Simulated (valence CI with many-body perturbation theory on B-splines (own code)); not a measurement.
**I46+: E2, E3, M1, M2 decay**

Computed by configuration interaction combined with many-body perturbation theory (CI+MBPT): five valence electrons over a frozen Dirac-Fock core [He], radial functions for each j: 11 s, 11 p, 10 d, 8 f, 5 g, 2 h, with the one-electron correlation potential Σ1 (screened to all orders), the two-electron term Σ2, the three-electron term Σ3, Breit, model QED; selected single and double excitations, second order for the rest, scaled by the run's own slope (own B-spline code, finite nucleus).

No measured spectrum was set against this ion. As an estimate, large intervals hold to a few tenths of a per cent, small ones and those within an open d or f shell to about a per cent. Among the levels kept, up to 7200 cm⁻¹ of a level comes from second order outside the variational space, and about a tenth of that is noise between levels of different J, which matters for small intervals.

Lines 1 to 50 of 78 in falling wavelength, among levels below 45599 × 10³ cm⁻¹, chosen from the decays that carry over 1 % of a level's rate. Wavelengths and rates use the calculated energies. Electric multipoles are in the length gauge, E1 and E2 with the static RPA response of the core. Weak lines are less certain than strong ones. Lines between different terms over intervals too small for the method are left out, as are lines whose strength nearly cancels.

Levels are named by their leading jj configuration (3d3/2^4 stands for four electrons in 3d with j = 3/2), which in mixed levels can hold well under half, so a name can repeat and another be missing. Letters in brackets count levels of one name in rising energy.

| λ vac (Å) | Upper | Lower | Type | A (s⁻¹) | Branch % |
| --- | --- | --- | --- | --- | --- |
| 41.97 | (2s^2 2p1/2 2p3/2^2) J=3/2 | (2s^2 2p1/2^2 2p3/2) J=3/2 | M1 | 2.63e+08 | 100.0 |
| 41.80 | (2s^2 2p3/2^3) J=3/2 | (2s^2 2p1/2 2p3/2^2) J=1/2 | M1 | 6.44e+07 | 10.7 |
| 39.34 | (2s^2 2p1/2 2p3/2^2) J=5/2 | (2s^2 2p1/2^2 2p3/2) J=3/2 | M1 | 4.51e+07 | 99.1 |
| 37.93 | (2s^2 2p3/2^3) J=3/2 | (2s^2 2p1/2 2p3/2^2) J=5/2 | M1 | 8.41e+07 | 14.0 |
| 35.89 | (2s^2 2p1/2 2p3/2^2) J=1/2 | (2s^2 2p1/2^2 2p3/2) J=3/2 | M1 | 1.77e+08 | 99.8 |
| 35.77 | (2s^2 2p3/2^3) J=3/2 | (2s^2 2p1/2 2p3/2^2) J=3/2 | M1 | 3.48e+08 | 57.8 |
| 3.018 | (2s^2 2p1/2 2p3/2 3d5/2) J=9/2 | (2s 2p1/2 2p3/2^3) J=5/2 | E2 | 5.31e+08 | 2.6 |
| 2.834 | (2s^2 2p3/2^2 3d5/2) J=7/2 | (2s 2p1/2 2p3/2^3) J=3/2 [b] | E2 | 4.24e+09 | 5.0 |
| 2.805 | (2s^2 2p1/2 2p3/2 3p1/2) J=3/2 [a] | (2s^2 2p1/2 2p3/2^2) J=1/2 | E2 | 3.40e+10 | 10.2 |
| 2.804 | (2s^2 2p3/2^2 3d5/2) J=7/2 | (2s 2p1/2 2p3/2^3) J=5/2 | E2 | 2.49e+10 | 29.5 |
| 2.803 | (2s^2 2p3/2^2 3d5/2) J=9/2 | (2s 2p1/2 2p3/2^3) J=5/2 | E2 | 8.25e+08 | 3.8 |
| 2.797 | (2s^2 2p1/2 2p3/2 3p1/2) J=5/2 | (2s^2 2p1/2 2p3/2^2) J=1/2 | E2 | 6.02e+10 | 13.3 |
| 2.789 | (2s^2 2p1/2 2p3/2 3p1/2) J=1/2 | (2s^2 2p1/2 2p3/2^2) J=5/2 | E2 | 7.36e+10 | 20.9 |
| 2.784 | (2s^2 2p3/2^2 3d5/2) J=7/2 | (2s 2p1/2 2p3/2^3) J=3/2 [a] | E2 | 9.42e+08 | 1.1 |
| 2.782 | (2s^2 2p1/2 2p3/2 3p1/2) J=3/2 [b] | (2s^2 2p1/2 2p3/2^2) J=1/2 | E2 | 2.43e+10 | 1.7 |
| 2.780 | (2s^2 2p1/2^2 3p1/2) J=1/2 | (2s^2 2p1/2^2 2p3/2) J=3/2 | E2 | 3.30e+11 | 71.3 |
| 2.779 | (2s^2 2p3/2^2 3p1/2) J=3/2 | (2s^2 2p3/2^3) J=3/2 | E2 | 6.80e+10 | 2.4 |
| 2.778 | (2s^2 2p1/2 2p3/2 3p1/2) J=5/2 | (2s^2 2p1/2 2p3/2^2) J=5/2 | E2 | 1.90e+11 | 41.9 |
| 2.777 | (2s^2 2p1/2 2p3/2 3p1/2) J=1/2 | (2s^2 2p1/2 2p3/2^2) J=3/2 | E2 | 1.09e+11 | 30.9 |
| 2.776 | (2s^2 2p3/2^2 3p1/2) J=5/2 | (2s^2 2p3/2^3) J=3/2 | E2 | 1.45e+11 | 1.1 |
| 2.773 | (2s^2 2p1/2 2p3/2 3p1/2) J=3/2 [a] | (2s^2 2p1/2 2p3/2^2) J=3/2 | E2 | 2.09e+11 | 62.4 |
| 2.766 | (2s^2 2p1/2 2p3/2 3p1/2) J=5/2 | (2s^2 2p1/2 2p3/2^2) J=3/2 | E2 | 4.67e+10 | 10.3 |
| 2.764 | (2s^2 2p1/2 2p3/2 3p1/2) J=3/2 [b] | (2s^2 2p1/2 2p3/2^2) J=5/2 | E2 | 1.87e+11 | 12.9 |
| 2.754 | (2s^2 2p3/2^2 3p1/2) J=1/2 | (2s^2 2p3/2^3) J=3/2 | E2 | 2.04e+11 | 18.4 |
| 2.751 | (2s 2p1/2 2p3/2^2 3p3/2) J=9/2 | (2s 2p1/2 2p3/2^3) J=5/2 | E2 | 4.83e+10 | 10.9 |
| 2.745 | (2s^2 2p1/2 2p3/2 3p3/2) J=3/2 [a] | (2s^2 2p1/2 2p3/2^2) J=1/2 | E2 | 1.18e+10 | 2.1 |
| 2.736 | (2s 2p1/2^2 2p3/2 3p3/2) J=7/2 | (2s 2p1/2^2 2p3/2^2) J=5/2 | E2 | 9.72e+10 | 6.1 |
| 2.732 | (2s^2 2p3/2^2 3p3/2) J=7/2 | (2s^2 2p3/2^3) J=3/2 | E2 | 4.92e+10 | 2.7 |
| 2.730 | (2s^2 2p3/2^2 3p3/2) J=5/2 | (2s^2 2p3/2^3) J=3/2 | E2 | 6.47e+10 | 2.5 |
| 2.730 | (2s 2p1/2^2 2p3/2 3p3/2) J=1/2 [b] | (2s 2p1/2^2 2p3/2^2) J=3/2 | E2 | 1.78e+11 | 4.0 |
| 2.730 | (2s^2 2p1/2 2p3/2 3p3/2) J=1/2 [a] | (2s^2 2p1/2 2p3/2^2) J=5/2 | E2 | 2.83e+10 | 4.0 |
| 2.726 | (2s^2 2p1/2 2p3/2 3p3/2) J=3/2 [a] | (2s^2 2p1/2 2p3/2^2) J=5/2 | E2 | 6.63e+10 | 11.8 |
| 2.722 | (2s^2 2p1/2 2p3/2 3p3/2) J=5/2 [a] | (2s^2 2p1/2 2p3/2^2) J=3/2 | E2 | 8.73e+10 | 2.9 |
| 2.722 | (2s^2 2p1/2 2p3/2 3p3/2) J=7/2 | (2s^2 2p1/2 2p3/2^2) J=5/2 | E2 | 1.11e+11 | 25.8 |
| 2.719 | (2s^2 2p1/2^2 3p3/2) J=3/2 | (2s^2 2p1/2^2 2p3/2) J=3/2 | E2 | 1.67e+11 | 34.6 |
| 2.718 | (2s^2 2p1/2 2p3/2 3p3/2) J=1/2 [a] | (2s^2 2p1/2 2p3/2^2) J=3/2 | E2 | 1.08e+11 | 15.4 |
| 2.715 | (2s^2 2p1/2 2p3/2 3p3/2) J=3/2 [a] | (2s^2 2p1/2 2p3/2^2) J=3/2 | E2 | 4.03e+10 | 7.2 |
| 2.711 | (2s^2 2p1/2 2p3/2 3p3/2) J=7/2 | (2s^2 2p1/2 2p3/2^2) J=3/2 | E2 | 1.29e+10 | 3.0 |
| 2.710 | (2s^2 2p3/2^2 3p3/2) J=3/2 [a] | (2s^2 2p3/2^3) J=3/2 | E2 | 2.08e+11 | 4.2 |
| 2.705 | (2s^2 2p1/2 2p3/2 3p3/2) J=1/2 [b] | (2s^2 2p1/2 2p3/2^2) J=5/2 | E2 | 2.25e+11 | 4.8 |
| 2.693 | (2s^2 2p1/2 2p3/2 3p3/2) J=1/2 [b] | (2s^2 2p1/2 2p3/2^2) J=3/2 | E2 | 1.14e+11 | 2.4 |
| 2.690 | (2s 2p1/2^2 2p3/2 3p3/2) J=1/2 [b] | (2s 2p1/2^2 2p3/2^2) J=5/2 | E2 | 6.20e+10 | 1.4 |
| 2.683 | (2s 2p1/2^2 2p3/2 3d5/2) J=9/2 | (2s 2p1/2^2 2p3/2^2) J=5/2 | M2 | 4.60e+09 | 16.4 |
| 2.675 | (2s^2 2p3/2^2 3d5/2) J=7/2 | (2s^2 2p3/2^3) J=3/2 | M2 | 6.53e+09 | 7.7 |
| 2.667 | (2s^2 2p1/2 2p3/2 3d5/2) J=9/2 | (2s^2 2p1/2 2p3/2^2) J=5/2 | M2 | 4.46e+09 | 21.4 |
| 2.667 | (2s^2 2p1/2 2p3/2 3d5/2) J=9/2 | (2s^2 2p1/2 2p3/2^2) J=5/2 | E3 | 2.59e+08 | 1.2 |
| 2.600 | (2s^2 2p3/2^2 3d5/2) J=7/2 | (2s 2p1/2^2 2p3/2^2) J=5/2 | E2 | 4.19e+09 | 5.0 |
| 2.599 | (2s^2 2p3/2^2 3d5/2) J=9/2 | (2s 2p1/2^2 2p3/2^2) J=5/2 | E2 | 2.03e+09 | 9.4 |
| 2.576 | (2s 2p1/2^2 2p3/2 3d5/2) J=9/2 | (2s^2 2p1/2 2p3/2^2) J=5/2 | E2 | 1.25e+09 | 4.5 |
| 2.554 | (2s 2p1/2 2p3/2^2 3p3/2) J=9/2 | (2s 2p1/2^2 2p3/2^2) J=5/2 | E2 | 1.79e+11 | 40.3 |
